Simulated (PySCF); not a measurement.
C₂H₃ClN₂Si, SMILES Cl[SiH]1N=CC=N1.

Coordinates come from a PBE0-D3(BJ)/def2-SVP optimisation. The structure was generated by enumeration, and PubChem lists no compound with its InChIKey, so it may never have been made.

The numbers are results of ωB97X/def2-TZVP (PySCF), not measurements.

Isolated molecule, no solvent.

Task: Estimate the frontier levels, gap, dipole moment and polarisability. (An estimate is asked for; the answer gives what the named calculation found.)

Result: 
| Property | Result |
|---|---|
| highest occupied level | -10.45 eV |
| lowest empty level | -0.50 eV |
| orbital gap | 9.96 eV |
| dipole moment | 2.37 D |
| quadrupole, principal values (traceless, Buckingham form, about the centre of nuclear charge) | -11.44, -0.27, 11.71 D·Å |
| mean static polarisability | 64.7 bohr³ (9.59 Å³) |
| polarisability, principal values | 52.0, 58.0, 84.2 bohr³ |
